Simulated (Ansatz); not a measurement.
Correlation energies of GeH₅Si (`[SiH2][GeH3]`) radical by basis set

Z-matrix (Å, degrees):
```
Ge
Si 1 2.371
H 1 1.537 2 109.7
H 1 1.541 2 112.0 3 -120.4
H 1 1.537 2 109.6 3 119.3
H 2 1.489 1 113.4 3 58.6
H 2 1.489 1 113.3 3 -175.6
```

The species carries charge 0 and has multiplicity 2. Correlated methods include outer-core shells of Ge, which these sets cover unevenly. Scalar relativity is left out up to krypton. All single points use the PBE0-D4/def2-TZVP geometry. Frozen core, unrestricted reference, the Gaussian-basis code of Ansatz.

```
     basis      HF (Eh)  MP2 corr.  CCSD corr.       (T)  CCSD(T) total
  def2-SVP  -2366.80808   -0.32438    -0.35745  -0.00950    -2367.17503
def2-TZVPP  -2367.17495   -0.37463    -0.41093  -0.01365    -2367.59953
def2-QZVPP  -2367.22611   -0.64636           –         –              –
```
